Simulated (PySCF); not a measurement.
# Radial density of Eu⁺ (europium, charge +1)

BHandHLYP, [Xe] 4f8, high-spin 7F determinant (an excited configuration). Calculation: PySCF 2.14, in x2c-TZVPPall (11s7p7d4f2g, 113 functions); the spin-free X2C one-electron Hamiltonian (Gaussian nucleus).

```
r (bohr)  4πr²ρ (e/bohr)  4πr²(ρα − ρβ)
  0.0262           74.19         0.0044
  0.0441           88.30         0.0072
  0.0742           110.1        -0.0023
   0.125           82.45         0.0571
   0.210           95.82         0.8014
   0.353           41.03         3.6519
   0.594           45.96         6.2961
   0.998           15.85         4.1339
    1.68           7.074         1.1546
    2.82           1.030         0.0978
    4.75         0.01083         0.0001
    7.99       8.124e-05         0.0000
```

Densities and radii are taken from the X2C orbitals without a picture-change correction, which distorts them close to the nucleus.

Spin-orbit coupling, absent here, splits the open shell strongly.

(1) Where is the radial spin density 4πr²(ρα − ρβ) most negative, and why is it negative at all?

Results:

(1) Around r = 0.0742 bohr, down to -0.0023 e/bohr: exchange with the open shell polarises the paired shells in an unrestricted calculation.
